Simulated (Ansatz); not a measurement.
C2H6AlNSe can be A, `C/N=C\[Se][AlH2]`, or B, `[CH3][AlH][C](=N)[SeH]`.

Program: Ansatz. Geometries: PBE0-D4/def2-TZVP. ΔE: electronic, gas phase. CBS: MP2 limit from def2 TZ/QZ plus the TZ coupled-cluster correction, frozen cores. DFT in def2-TZVPP. B3LYP here is the variant with VWN-RPA as its local correlation; programs differ in this. For Se outer-core shells are correlated without core-valence functions, which leaves a few kJ/mol of doubt a bond. Scalar relativity is left out up to krypton. Each species was taken in one conformer, which may not be the lowest.

Task: Which is lower in electronic energy at CCSD(T)/CBS, and by how much? (Estimate.)

Result: Computed: A, by 11.8 kcal/mol.

Task: Give E(B) − E(A) in kcal/mol with PBE-D4, B2PLYP, PBE0-D4, CCSD(T)/def2-TZVPP, B3LYP-D4, HF/def2-TZVPP, ωB97M-V. (Estimate.)

Result: Ansatz gave: PBE-D4 11.8, B2PLYP 11.5, PBE0-D4 12.7, CCSD(T)/def2-TZVPP 11.6, B3LYP-D4 11.7, HF/def2-TZVPP 14.5, ωB97M-V 11.0. None reverses the order clearly.

Largest T1 diagnostic: 0.013.

From PBE to PBE0 (25 % exact exchange), in def2-TZVPP and without D4, E(B) − E(A) moves by +1.0 kcal/mol. In def2-TZVPP, CCSD(T) changes the Hartree–Fock value by −2.9 kcal/mol (the triples alone add −0.1 kcal/mol) and MP2 by −2.3 kcal/mol.
